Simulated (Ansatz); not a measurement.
`N[SiH2]O[SiH](N)O` + `N[SiH](N)F` → `N[SiH2]N[SiH](N)F` + `N[SiH](O)O`  (ligand exchange at the Si–O bond)

Computed with Ansatz on PBE0-D4/def2-TZVP structures; ΔE is electronic, products minus reactants. CBS: MP2 limit from def2 TZ/QZ plus the TZ coupled-cluster correction, frozen cores. This one scheme is used for every species. Functionals use def2-TZVPP. One conformer a species, not always the lowest.

| level | ΔE (kJ/mol) |
| --- | --- |
| r2SCAN | 58.1 |
| MP2/def2-TZVPP | 56.0 |
| CCSD(T)/def2-TZVPP | 56.8 |
| HF/CBS(def2) | 66.4 |

Problem. What does CCSD(T)/CBS give? (Estimate.)

Solution. The calculation gave: +56.6 kJ/mol. The listed levels differ from it by 1.5, -0.6, 0.2, 9.8 kJ/mol.

Largest T1 diagnostic among the species: 0.011.

In def2-TZVPP, CCSD(T) changes the Hartree–Fock value by −8.9 kJ/mol (the triples alone add −1.2 kJ/mol) and MP2 by −9.8 kJ/mol.
